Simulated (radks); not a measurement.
Species: Mn+. Configuration: [Ar] 3d5 4s1 (the NIST ground configuration). Method: scalar-relativistic Kohn-Sham, PBE, spin-polarised, spherical densities, finite nucleus; open shells are filled with parallel spins first; Fermi nuclear charge, rms radius 3.7057 fm; computed with a radial shooting solver on a logarithmic mesh with Libxc functionals.

Radial electron density D(r) = 4 pi r^2 rho(r):

r (bohr),D(r) (e/bohr),spin D(r)
0.007662,5.666,0.00242
0.009977,8.483,0.00359
0.0131,12.40,0.00515
0.01705,17.11,0.00687
0.0222,22.29,0.00841
0.02914,27.08,0.00896
0.03795,29.80,0.00741
0.04941,29.50,0.00311
0.06486,26.43,-0.00270
0.08446,23.48,-0.00310
0.11,24.10,0.0167
0.1444,29.09,0.0874
0.188,33.12,0.256
0.2467,29.68,0.628
0.3213,19.80,1.31
0.4183,12.34,2.36
0.5491,12.63,3.56
0.715,14.97,4.18
0.931,12.71,3.85
1.222,7.235,2.86
1.591,3.239,1.91
2.072,1.455,1.22
2.72,0.7023,0.682
3.541,0.2888,0.288
4.648,0.07314,0.0731
6.053,0.01001,0.0100
7.881,0.0005601,0.000560

D(r) has 3 maxima, at r = 0.0421, 0.196, 0.732 bohr, and minima at 0.0937, 0.468 bohr, inside which lie 2.13, 10.60 electrons.
